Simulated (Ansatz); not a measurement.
Start from `N[SiH2]C(O)(F)F` and change one atom or group to get `OC(F)(F)[SiH2]Cl`.

Ansatz, PBE0-D4/def2-TZVP geometries, multiplicity 1. Each molecule was computed in one conformer, which needn't be the lowest.

```
                                          property  `N[SiH2]C(O)(F)F`
               HOMO–LUMO gap (PBE/def2-TZVPP) / eV               5.72
  size of the dipole moment (B3LYP/def2-TZVPP) / D               1.88
               LUMO energy (B3LYP/def2-TZVPP) / eV              -0.01
size of the dipole moment (ωB97M-V/def2-TZVPP) / D               1.89
             LUMO energy (ωB97M-V/def2-TZVPP) / eV               1.83
    size of the dipole moment (PBE/def2-TZVPP) / D               1.87
```

**Question.** What does the change do to each property? (Estimate.)

**Answer.** Ansatz gave: 
| property | `OC(F)(F)[SiH2]Cl` | shift |
| --- | --- | --- |
| HOMO–LUMO gap (PBE/def2-TZVPP) / eV | 6.63 | 0.91 |
| size of the dipole moment (B3LYP/def2-TZVPP) / D | 0.84 | -1.04 |
| LUMO energy (B3LYP/def2-TZVPP) / eV | -0.32 | -0.31 |
| size of the dipole moment (ωB97M-V/def2-TZVPP) / D | 0.83 | -1.06 |
| LUMO energy (ωB97M-V/def2-TZVPP) / eV | 1.73 | -0.10 |
| size of the dipole moment (PBE/def2-TZVPP) / D | 0.86 | -1.01 |

With PBE0 the HOMO falls by 1.36 eV and the LUMO falls by 0.39 eV, so the gap widens by about 0.97 eV. PBE moves the HOMO by -1.37 eV and ωB97M-V by -1.25 eV. Dipoles are sizes alone; their direction can turn.

B3LYP here is the variant with VWN-RPA as its local correlation; programs differ in this.
